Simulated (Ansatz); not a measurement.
Computed with Ansatz.

CH₆InNO (`N[CH](O)[InH2]`) at its PBE0-D4/def2-TZVP geometry, where that method's forces vanish. Total charge 0; spin multiplicity 1. In takes the def2 core potential.

| atom | x (Å) | y (Å) | z (Å) |
| --- | --- | --- | --- |
| N1 | 0.057 | 1.429 | -0.100 |
| C2 | 0.028 | 0.061 | -0.516 |
| O3 | -1.268 | -0.473 | -0.807 |
| In4 | 0.773 | -1.219 | 1.089 |
| H5 | -0.537 | 1.596 | 0.701 |
| H6 | -0.201 | 2.081 | -0.835 |
| H7 | 0.668 | -0.026 | -1.400 |
| H8 | -1.607 | -0.067 | -1.614 |
| H9 | 0.146 | -0.922 | 2.675 |
| H10 | 1.941 | -2.460 | 0.807 |

Q: For each bond, give half the difference of the two atoms' forces along it (eV/Å; positive pushes the atoms apart) under PBE-D4, r2SCAN-D4, B3LYP-D4, ωB97M-V in def2-TZVPP. (An estimate is asked.)

A: The calculation gave: 
```tsv
bond	length (Å)	PBE-D4	r2SCAN-D4	B3LYP-D4	ωB97M-V
N1–C2	1.430	-0.01	0.08	0.14	0.28
N1–H5	1.012	0.23	-0.01	-0.05	-0.08
N1–H6	1.015	0.26	0.03	-0.03	-0.11
C2–O3	1.432	0.29	0.30	0.28	0.24
C2–In4	2.184	0.07	0.00	0.09	-0.16
C2–H7	1.095	0.06	-0.09	-0.21	-0.16
O3–H8	0.964	0.44	0.03	-0.04	-0.13
In4–H9	1.731	0.06	-0.03	0.00	-0.06
In4–H10	1.726	0.04	-0.03	-0.02	-0.05
```

B3LYP here is the variant with VWN-RPA as its local correlation; programs differ in this.
